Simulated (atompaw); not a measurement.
# Before and after: PAW (atompaw) potential for europium (Eu)

- Element: europium
- Generator: atompaw 4.2.0.5
- Type: PAW
- Functional: LDA (PW92)
- Relativity: scalar-relativistic
- Frozen core: [Xe]
- Valence charge: 9
- Reference configuration: 4f7 5d0 6s2 6p0
- Partial waves: 6s (bound); 6s channel at 1.4 Ry; 6p (bound, empty); 6p channel at 0.9 Ry; 5d (bound, empty); 5d channel at 3.2 Ry; 4f (bound); 4f channel at 0.45 Ry
- Local potential: ultrasoft scheme with l = 4 at 0 Ry, radius 2.05 bohr
- Core correction: smooth core density matched at 1.90 bohr
- Augmentation charge: besselshape compensation charge, radius 2.65 bohr; PAW radius 3.00 bohr; waves and projectors: bloechl

Change: reference 4f7 5d0 6s1.5 6p0.

Cutoffs: the cutoffs (Ry, on a coarse ladder) from which the occupation-weighted sum of valence levels, in a spherical-Bessel basis at the reference potential, stays within 10 and 1 mRy of its value at 400 Ry; they do not see the model core or the augmentation charge, which bear on the density cutoff.

Q: What does the change do?

A: The potential gets neither clearly harder nor softer (35 Ry and 45 Ry → 35 Ry and 45 Ry); both files keep a bound ghost (p, s); the range in which the f phases agree widens (upper end 1.4 → 3.4).

| quantity | base | changed |
| --- | --- | --- |
| cutoff, loose | 35 Ry | 35 Ry |
| cutoff, tight | 45 Ry | 45 Ry |
| bound ghosts | s, p | s, p |
| s: phases at 3.01 bohr within 0.05 rad from the reference energy up to (Ry; the scan ends near 5) | 4.8 | 4.7 |
| p: phases at 3.01 bohr within 0.05 rad from the reference energy up to (Ry; the scan ends near 5) | to the end of the scan | 4.9 |
| d: phases at 3.01 bohr within 0.05 rad from the reference energy up to (Ry; the scan ends near 5) | to the end of the scan | to the end of the scan |
| f: phases at 3.01 bohr within 0.05 rad from the reference energy up to (Ry; the scan ends near 5) | 1.4 | 3.4 |
| lowest overlap eigenvalue by channel | s 0.06, p 0.05, d 0.85, f 1.00 | s 0.07, p 0.08, d 0.84, f 1.00 |

 A true bound ghost makes a file unfit for plane-wave use even where its test errors are small: the radial tests pick states by their node count and pass the ghost by. The cutoffs see the waves, projectors and local potential, not the compensation charge or the core.
